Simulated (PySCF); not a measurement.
Mg(OSiH3)2 (H6MgO2Si2), SMILES [SiH3][O][Mg][O][SiH3].

Geometry optimised at PBE0-D3(BJ)/def2-SVP. The structure was generated by enumeration; whether it is a known compound was not checked. Other conformers were not sampled.

All values below come from PBE0-D3(BJ)/def2-SVP (PySCF).

Frequencies are harmonic and unscaled.

A small imaginary wavenumber (i) marks a very flat motion, where grid noise or a shallow saddle decides the sign.

Modes within 1.5 cm⁻¹ of each other (mostly degenerate sets) share a row, with their intensities summed.

Computed harmonic wavenumbers and intensities:
| mode | ν (cm⁻¹) | IR (km/mol) | moving atoms (share of kinetic energy) |
|---|---|---|---|
| 1 | 18i | 0.0 | H 100 % |
| 2–3 | 40 | 3.5 | Si 35 %, Mg 29 %, O 21 %, H 16 % |
| 4–5 | 88 | 0.0 | O 81 %, H 14 % |
| 6–7 | 184 | 181.6 | Mg 51 %, O 45 % |
| 8 | 316 | 0.0 | Si 72 %, O 20 %, H 8 % |
| 9 | 643 | 10.0 | Mg 65 %, Si 28 % |
| 10–13 | 736 | 275.3 | H 83 %, Si 10 % |
| 14–17 | 956 | 348.3 | H 96 % |
| 18 | 997 | 871.5 | H 86 %, Si 13 % |
| 19 | 1007 | 0.0 | H 93 % |
| 20 | 1078 | 0.0 | O 78 %, Si 22 % |
| 21 | 1110 | 704.9 | O 71 %, Mg 15 %, Si 10 % |
| 22–25 | 2199 | 772.0 | H 96 % |
| 26 | 2210 | 209.1 | H 99 % |
| 27 | 2212 | 0.0 | H 99 % |
